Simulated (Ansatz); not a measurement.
Reaction (formal exchange of groups at a C–S bond): `SC1O[SiH2]1` + SiH₄ → `[SiH3]C1O[SiH2]1` + H₂S

Gas-phase electronic energies from Ansatz, PBE0-D4/def2-TZVP geometries. CCSD(T)/CBS is the MP2 limit (def2-TZVPP, def2-QZVPP) plus CCSD(T) − MP2 in def2-TZVPP, frozen cores. This one scheme is used for every species. Functionals use def2-TZVPP. One conformer a species, not always the lowest.

`SC1O[SiH2]1`:

Z-matrix (Å, degrees):
```
C
O 1 1.471
Si 1 1.812 2 59.7
S 1 1.769 2 117.1 3 -111.5
H 1 1.087 2 111.5 3 114.4
H 3 1.476 1 121.2 2 -101.5
H 3 1.478 1 121.6 2 100.3
H 4 1.347 1 97.7 2 -76.1
```

SiH₄:

```xyz
5

Si    0.000    0.000    0.000
H    -1.269    0.767    0.079
H     1.150    0.936    0.083
H     0.054   -0.737   -1.288
H     0.065   -0.966    1.126
```

`[SiH3]C1O[SiH2]1`:

Cartesian coordinates in Å:
```
Si 1.151 -0.418 -0.961
C 0.237 0.538 0.355
O -0.108 -0.269 1.566
Si -1.491 0.224 0.793
H 1.282 0.442 -2.168
H 2.507 -0.819 -0.503
H 0.376 -1.640 -1.304
H 0.647 1.513 0.627
H -2.292 -0.814 0.112
H -2.309 1.243 1.485
```

H₂S:

Z-matrix (Å, degrees):
```
S
H 1 1.341
H 1 1.341 2 92.3
```

```json
{"level": "r2SCAN0-D4", "ΔE (kJ/mol)": "-33.5"}
{"level": "MP2/def2-QZVPP", "ΔE (kJ/mol)": "-34.1"}
```

Q: What does CCSD(T)/CBS give? (Estimate.)

A: The calculation gave: -35.8 kJ/mol. The listed levels differ from it by 2.3, 1.7 kJ/mol.

Largest T1 diagnostic among the species: 0.015.

Leaving LDA and LC-ωPBE aside and taking each functional with its dispersion term where it has one, the values, not all of them listed here, spread over 7.3 kJ/mol, from BHLYP-D4 to revPBE-D4. At CCSD(T), def2-SVP lies +6.3 kJ/mol from the extrapolated value and def2-TZVPP +0.5 kJ/mol.
